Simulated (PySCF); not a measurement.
Does the structure fit the spectrum?

A compound C5H8N2OSi gives the data below (simulated from a calculation) and was assigned the structure `C=C[C@@H](N=C)O[SiH2]C#N`.

$^{13}$C{$^{1}$H} NMR (computed): δ 155.2 (C), 140.1 (CH), 137.1 (C), 124.2 (CH), 123.1 (CH).

$^{1}$H NMR (600 MHz, computed): δ 7.78 (d, 1H), 7.09 (m, 1H), 6.97 (m, 1H), 5.05 (s, 3H), 3.64 (br s, 2H).

- PBE0/pcSseg-1 with gauge-including orbitals
- geometry: GFN2-xTB
- code: PySCF
- one conformer, fast rotation and ring inversion assumed for equivalent nuclei, no relativistic terms, in vacuum

Scale: $^{1}$H (σref 31.72), $^{13}$C (σref 186.93) against TMS (reference shieldings calculated alike).

(1) Compare with the shifts computed for the proposed structure, pairing carbons in order of shift.

(2) Which isomer fits?

Answers

(1) Atom-mapped SMILES (the numbers label the heavy atoms): `[CH2:1]=[CH:2][C@@H:3]([N:4]=[CH2:5])[O:6][SiH2:7][C:8]#[N:9]` (H(Xn): hydrogen on atom n).

| atom | computed for proposal | given list | difference |
| --- | --- | --- | --- |
| C5 | 160.9 | 155.2 | +5.7 |
| C2 | 149.1 | 140.1 | +9.0 |
| C8 | 127.6 | 137.1 | -9.5 |
| C1 | 122.1 | 124.2 | -2.1 |
| C3 | 100.2 | 123.1 | -22.9 |

The rms difference is 12.1 ppm and the largest -22.9 ppm at C3 (allylic sp3 CH bonded to N and O). The carbon types in order of shift don't match either: CH2, CH, C, CH2, CH for the proposal against C, CH, C, CH, CH in the data. The proposal doesn't fit.

(2) `Nc1cccnc1O[SiH3]`.

1. Carbon types of the structure: 2 × C, 3 × CH, leaving 5 H on heteroatoms.
2. δC 155.2: aromatic carbon bearing oxygen; σ withdrawal by the attached heteroatom moves it downfield of the ring CH carbons.
3. δC 140.1: aromatic CH next to a ring nitrogen; the adjacent pyridine-type nitrogen withdraws density from it.
4. δC 137.1: aromatic carbon bearing nitrogen; the electronegative substituent deshields the carbon that carries it.
5. δC 124.2, 123.1: aromatic CH.

This is the structure that produced the data.

OH/NH shifts are gas-phase values; hydrogen bonding in solution moves them, usually downfield. Shifts are as computed. Against solution values, carbons near 30 ppm lie about +3 ppm off and those near 130 ppm about +5 ppm. Of 1309 compounds with measured shifts, 239 miss one by over three times the rms of a fit or turn the order of signals round; such compounds aren't used in these exercises. Multiplicities follow the n + 1 count of equivalent neighbours, as no J values were calculated; m marks all less simple cases, F and P coupling included.
